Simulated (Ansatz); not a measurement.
Os₄⁺, relaxed as a quartet with UKS PBE-D4/def2-SVP in Ansatz, starting from the PBE-D4/def2-SVP geometry of the charge +1 doublet. Force threshold 0.02 eV/Å.

In the def2 sets Os takes a core potential; there is no spin–orbit coupling. The relaxation made no stability test and no search for a lower SCF solution. The structure comes from a short search, and lower isomers may exist.

Start:

```xyz
4

Os    1.047   -0.917   -0.801
Os    1.164    1.043    0.366
Os   -1.047    0.920    0.802
Os   -1.165   -1.046   -0.367
```

Problem. Estimate the energy that the relaxation releases and the steps that it takes.

Solution. 0.3 kcal/mol, in 4 steps; 27 s on 4 threads of Arm Neoverse V1 on a shared host. No frequencies were taken in this run, so the end may be a saddle point.

Problem. Does the start keep its bonding and symmetry?

Solution. By distances, no bond broke or formed. The bond that changes most is Os3–Os4, from 2.29 to 2.27 Å (atoms count from 1). Point group D2h at the start, D4h at the end, both within 0.05 Å.

Problem. Predict the relaxed structure.

Solution. 
```
atom    x (Å)    y (Å)    z (Å)
 Os1   1.0551  -0.9120  -0.7995
 Os2   1.1720   1.0391   0.3615
 Os3  -1.0551   0.9119   0.7995
 Os4  -1.1721  -1.0391  -0.3616
```
Bond lengths (bridged metal pairs left out): 6 × Os–Os 2.27 to 3.22 Å.
